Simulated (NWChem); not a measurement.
**Total energies of isopropylamine (C$_{3}$H$_{9}$N)**

SMILES: CC(C)N
```xyz
13

C     -0.2892    -0.6442     1.2663
C      0.3542    -0.0724     0.0000
C     -0.2892    -0.6442    -1.2663
N      0.1888     1.3862     0.0000
H     -0.1963    -1.7484     1.3023
H     -1.3651    -0.3755     1.3038
H      0.1925    -0.2379     2.1807
H      1.4316    -0.3914     0.0000
H      0.1925    -0.2379    -2.1807
H     -1.3651    -0.3755    -1.3038
H     -0.1963    -1.7484    -1.3023
H      0.6649     1.7884    -0.8187
H      0.6649     1.7884     0.8187
```
Charge 0, spin multiplicity 1.

All runs are NWChem calculations. The geometry was optimised at PBE/def2-SVP, a minimum by its harmonic frequencies. It is one conformer; others weren't searched.

Basis set: 6-311G** (126 functions).

```
method     total energy (Ha)  relative cost
---------  -----------------  -------------
RHF               -173.33297              1
MP2               -173.98498        under 3
B2PLYP            -174.33837        under 3
PBE               -174.29227        under 3
B3LYP             -174.54307        under 3
CAM-B3LYP         -174.43630              9
```

Total energies of different functionals aren't comparable as a measure of quality: only differences taken within one method are. Relative cost: rough, from shared machines, SCF included, RHF = 1.

The correlated methods keep 4 core orbitals frozen. B3LYP has NWChem's definition, with VWN1-RPA local correlation. GW and range-separated runs recompute their integrals, the others keep them in memory, which bears on the times. The Pople sets run with spherical d functions.
